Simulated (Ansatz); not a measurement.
Program: Ansatz. Geometries: PBE0-D4/def2-TZVP. ΔE: electronic, gas phase. CCSD(T)/CBS is the MP2 limit (def2-TZVPP, def2-QZVPP) plus CCSD(T) − MP2 in def2-TZVPP, frozen cores. Functionals use def2-TZVPP. B3LYP here is the variant with VWN-RPA as its local correlation; programs differ in this. For As outer-core shells are correlated without core-valence functions, which leaves a few kJ/mol of doubt a bond. Scalar relativity is left out up to krypton. One conformer a species, not always the lowest.

Consider the isomerisation: `CO[AsH][SiH3]` → `C[SiH2][AsH]O`.

CCSD(T)/CBS gives -23.3 kcal/mol.

**Question.** Another level gave -21.2 kcal/mol. Which?
A. SCS-MP2/def2-TZVPP
B. B3LYP/def2-TZVPP
C. HF/def2-TZVPP
D. r2SCAN-D4/def2-TZVPP

**Answer.** B. B3LYP -21.2, SCS-MP2/def2-TZVPP -22.2, r2SCAN-D4 -23.2, HF/def2-TZVPP -19.8 kcal/mol.

Largest T1 diagnostic among the species: 0.012.

In def2-TZVPP, CCSD(T) changes the Hartree–Fock value by −2.6 kcal/mol (the triples alone add −0.1 kcal/mol) and MP2 by −4.2 kcal/mol.
